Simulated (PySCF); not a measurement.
## Magnetic susceptibility: `C#C[C@@H](C)[C@@H]([AsH2])CC[AsH2]`, C₇H₁₄As₂

Geometry:
```
atom   x (Å)   y (Å)   z (Å)
  C1  -2.806   1.705  -0.784
  C2  -2.186   0.986  -0.053
  C3  -1.416   0.097   0.800
  C4  -2.198  -1.197   1.037
  C5  -0.033  -0.153   0.171
 As6  -0.188  -0.619  -1.776
  C7   0.839   1.092   0.330
  C8   2.276   0.881  -0.131
 As9   3.187  -0.571   0.882
 H10  -3.367   2.348  -1.396
 H11  -1.273   0.594   1.771
 H12  -2.422  -1.686   0.089
 H13  -1.620  -1.877   1.660
 H14  -3.140  -0.982   1.538
 H15   0.445  -0.985   0.713
 H16   1.106  -1.397  -1.801
 H17  -0.895  -1.924  -1.545
 H18   0.383   1.917  -0.235
 H19   0.852   1.392   1.387
 H20   2.308   0.676  -1.206
 H21   2.843   1.802   0.044
 H22   2.817  -1.672  -0.078
 H23   4.482  -0.400   0.142
```

Computed, not measured: GIAO wB97X-D/pcSseg-1 magnetisability, rotational g tensor and spin-rotation constants, non-relativistic, gas phase (PySCF 2.14.0). Geometry: GFN2-xTB.

The calculation is non-relativistic, which matters for the atoms heavier than Zn.

Task: How diamagnetic is it, and how anisotropic?

Result: Isotropic -2298 × 10⁻³⁰ J/T², or -138.4 × 10⁻⁶ cm³/mol; principal values -2360, -2276, -2260 × 10⁻³⁰ J/T², anisotropy 93 × 10⁻³⁰ J/T² (root of half the summed squared differences of the principal values). The susceptibility is in cgs units.

Task: Split it along the inertial axes a, b, c into diamagnetic and paramagnetic parts about the centre of mass, with the quadrupole moment.

Result: 
```tsv
axis	χ (10⁻⁶ cm³/mol)	diamagnetic (10⁻⁶ cm³/mol)	paramagnetic (10⁻⁶ cm³/mol)	summed x² of all electrons (Å²)	quadrupole Θ (D Å)
a	-140.7	-1108.6	967.9	574.7	-1.92
b	-136.1	-2879.1	2743.0	157.4	-1.94
c	-138.5	-3105.7	2967.2	103.9	+3.86
```
Anisotropies 2χaa − χbb − χcc = -6.8 and 2χbb − χaa − χcc = +7.0 × 10⁻⁶ cm³/mol. Θ is traceless in Buckingham's convention.

Task: And the rotational g tensor?

Result: 
```
axis  rotational constant (GHz)        g  nuclear part  electronic part
   a                     1.2374  -0.0027        0.5599          -0.5627
   b                     0.3983  -0.0018        0.5116          -0.5133
   c                     0.3616  -0.0018        0.5023          -0.5041
```
Asymmetric top; isotopes 75As, 12C, 1H; no vibrational averaging.
